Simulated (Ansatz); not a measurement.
`C[N](C)[Ga]([NH2])[NH2]` + HBr → `[NH2][Ga]([NH2])[Br]` + `CNC`  (ligand exchange at a Ga–N bond)

Program: Ansatz. Geometries: PBE0-D4/def2-TZVP. ΔE: electronic, gas phase. CCSD(T)/CBS adds triple-zeta CCSD(T) − MP2 to the extrapolated MP2 energy (def2 sets, frozen cores). Functionals use def2-TZVPP. For Br, Ga outer-core shells are correlated without core-valence functions, which leaves a few kJ/mol of doubt a bond. Scalar relativity is left out up to krypton. Each species was taken in one conformer, which may not be the lowest.

Problem. Is it downhill or uphill in electronic energy at CCSD(T)/CBS, and by how much? (Best estimate.)

Solution. Ansatz gave: Downhill: ΔE = -104.0 kJ/mol.

Problem. What do these levels give: r2SCAN-D4, BHLYP-D4, CAM-B3LYP, LC-ωPBE, HF/def2-SVP, CCSD/CBS(def2)? (An estimate is asked.)

Solution. Ansatz gave: r2SCAN-D4 -112.4, BHLYP-D4 -116.5, CAM-B3LYP -112.9, LC-ωPBE -113.2, HF/def2-SVP -129.5, CCSD/CBS(def2) -107.6 kJ/mol.

Largest T1 diagnostic among the species: 0.012.

The D4 term adds +9.7 kJ/mol with B3LYP and +5.7 kJ/mol with PBE0; it sums over pairs of atoms, weighted by their polarisabilities, and B3LYP, whose exchange is more repulsive, gets the larger term. In def2-TZVPP, CCSD(T) changes the Hartree–Fock value by +33.6 kJ/mol (the triples alone add +3.6 kJ/mol) and MP2 by +32.9 kJ/mol. From BLYP to BHLYP (50 % exact exchange), in def2-TZVPP and without D4, ΔE moves by −8.9 kJ/mol.

B3LYP here is the variant with VWN-RPA as its local correlation; programs differ in this.
